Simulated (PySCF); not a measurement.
CH₅MoNS₂, SMILES [CH3][Mo](=[NH])(=[S])[SH], multiplicity 1. Atoms are numbered in the order given.

```xyz
10

Mo    -0.0143    -0.0155    -0.2223
N     -0.1776    -1.1910    -1.4766
H      0.2391    -1.8845    -2.1010
S      2.0048     0.2719     0.3608
C     -0.6510     1.7837    -1.1250
H     -0.5868     2.5932    -0.3800
H     -1.6957     1.6489    -1.4511
H     -0.0314     2.0382    -1.9980
S     -1.3761    -0.5695     1.6047
H     -2.2335    -1.3495     0.9033
```

Geometry: B3LYP-D3(BJ)/def2-SVP. The multiplicity is an assumed one; no other spin state was optimised. The structure was generated by enumeration; whether it is a known compound was not checked. The def2 effective core potentials stand for the cores of Mo; spin–orbit coupling is left out. One conformer was computed; it need not be the lowest.

Vertical ionisation energy (IE) and electron affinity (EA) in eV. Rows of orbital energies are one-electron estimates. Where ΔSCF, EOM or ADC give a negative EA the extra electron is unbound and the value depends on the basis.

| level | IE | EA |
|---|---|---|
| −ε(HOMO), −ε(LUMO), CAM-B3LYP/def2-TZVP (PySCF) | ___ | ___ |
| −ε(HOMO), −ε(LUMO), PBE/def2-TZVP (PySCF) | 6.49 | 3.60 |

**Question.** Some entries are withheld; supply them. (An estimate is asked for; the answer gives what the named calculation found.)

**Answer.** 
- −ε(HOMO), −ε(LUMO), CAM-B3LYP/def2-TZVP (PySCF), IE: 8.87
- −ε(HOMO), −ε(LUMO), CAM-B3LYP/def2-TZVP (PySCF), EA: 1.88
